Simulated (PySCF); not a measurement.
**Pr(IV) with different ligands**

Computed with PySCF 2.14.0, PBE0, def2-SVP on the ligands, density fitting, scalar-relativistic core potentials, no spin-orbit coupling, vacuum. The metal has lcecp-2-SVP with ECP47. Each complex is relaxed within the symmetry of a template of the same shape. Distances are means of the shortest metal–ligand contacts, charges and spins Mulliken's; removal energies are rigid, with the ligand's formal charge and no counterpoise, so too large; for an anion taken off a cation in vacuum most of it is the attraction of opposite charges, and multiply charged cations can part far more cheaply with an electron moved from ligand to metal. lcecp potentials hold a fixed number of 4f electrons in the core, out of states, spins and gaps.

Q: Order these by the energy to remove one first-named ligand, lowest first.
A. [PrH3(NH3)]+
B. [PrCl3(H2O)]+
C. [Pr(OH)3(NH3)]+
D. [Pr(SH)3(NH3)]+
E. [PrF3(NH3)]+

A: D (13.93), B (14.50), A (15.36), C (16.77), E (17.41).

Q: What else do they give?

A: 
```csv
complex,point group,M–first ligand (Å),charge on M (e),removal of one first-named ligand (eV),"strongest infrared band, degenerate modes summed (cm⁻¹)",unstable modes (below −25 cm⁻¹)
[PrF3(NH3)]+,C3v,1.989,1.72,17.41,683,0
[PrH3(NH3)]+,nearly C3v,1.925,1.13,15.36,1710,0
[PrCl3(H2O)]+,Cs,2.423,1.21,14.50,455,0
[Pr(SH)3(NH3)]+,"C1, nearly C3",2.533,0.87,13.93,–,not given
[Pr(OH)3(NH3)]+,nearly C3v,2.019,1.44,16.77,–,not given
```

Moved off a saddle point of the template and relaxed again: [PrH3(NH3)]+. One start shape was tried for each, so a minimum needn't be the lowest isomer. Oxidation states forced by the potential, rare, strongly oxidising or of another configuration in reality: [PrF3(NH3)]+, [PrH3(NH3)]+, [PrCl3(H2O)]+, [Pr(SH)3(NH3)]+, [Pr(OH)3(NH3)]+.
